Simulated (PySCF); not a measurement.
Bonding in `C=CP1CCP(C)CC1`

Species: C7H14P2.
Atom-mapped SMILES: `[CH2:1]=[CH:2][P:3]1[CH2:4][CH2:5][P:6]([CH3:7])[CH2:8][CH2:9]1` (hydrogens: H10, H11 on C1; H12 on C2; H13, H14 on C4; H15, H16 on C5; H17, H18, H19 on C7; H20, H21 on C8; H22, H23 on C9)

Cartesian coordinates in Å at the GFN2-xTB level; atoms count from 1:
```
atom  x, y, z in Å
C1     3.7440   -0.1620    0.0132
C2     2.8181    0.3727   -0.7670
P3     1.1508   -0.2802   -1.0686
C4     0.7595   -1.0258    0.5924
C5    -0.7424   -1.2461    0.7343
P6    -1.6319    0.3702    0.9840
C7    -3.3507   -0.2166    0.6421
C8    -1.2520    1.0986   -0.6866
C9     0.2452    1.3337   -0.8369
H10    3.5591   -1.0426    0.6054
H11    4.7316    0.2644    0.0941
H12    3.0501    1.2429   -1.3724
H13    1.2830   -1.9854    0.6552
H14    1.1328   -0.3721    1.3875
H15   -0.9478   -1.8714    1.6095
H16   -1.1398   -1.7554   -0.1501
H17   -3.4057   -0.7737   -0.2924
H18   -3.6729   -0.8525    1.4650
H19   -4.0155    0.6441    0.5927
H20   -1.6169    0.4334   -1.4765
H21   -1.7908    2.0488   -0.7624
H22    0.6418    1.8536    0.0416
H23    0.4456    1.9483   -1.7211
```

Bond orders from the PBE0/pcSseg-1 density (PySCF). The structure is a single GFN2-xTB conformer in the gas phase; no vibrational or solvent corrections.

How far do the computed orders between heavy atoms stray from the drawn ones?

The largest departure is 0.059, at C9–P3 (drawn single, 0.941).

Give the Mayer order of every bond between heavy atoms, beside its length.

```csv
bond,drawn as,length (Å),Mayer order
C1–C2,double,1.324,1.957
C2–P3,single,1.816,0.946
P3–C4,single,1.862,0.961
C4–C5,single,1.525,1.036
C5–P6,single,1.862,0.945
P6–C7,single,1.848,0.984
P6–C8,single,1.862,0.945
C8–C9,single,1.523,1.036
C9–P3,single,1.865,0.941
```

By pair of heavy elements: C–C: lowest C4–C5 and C8–C9 (1.036, 1.525 Å), highest C1–C2 (1.957, 1.324 Å). C–P: lowest C9–P3 (0.941, 1.865 Å), highest P6–C7 (0.984, 1.848 Å); in 1 of the 15 pairs the longer bond (by over 0.003 Å) has the higher order (by 0.02 or more). Bonds named together lie within 0.004.

And the bonds to hydrogen?

C–H: 0.92 to 0.96 (14 bonds).

Sum the orders of all bonds at each heavy atom with more than one neighbour and set the sums beside the valence in the SMILES.

C1 3.862 (drawn 4), C2 3.841 (drawn 4), P3 2.848 (drawn 3), C4 3.853 (drawn 4), C5 3.849 (drawn 4), P6 2.874 (drawn 3), C7 3.846 (drawn 4), C8 3.848 (drawn 4), C9 3.845 (drawn 4). Orders between atoms that aren't bonded are not in these sums.

Mayer orders depend on the basis set.
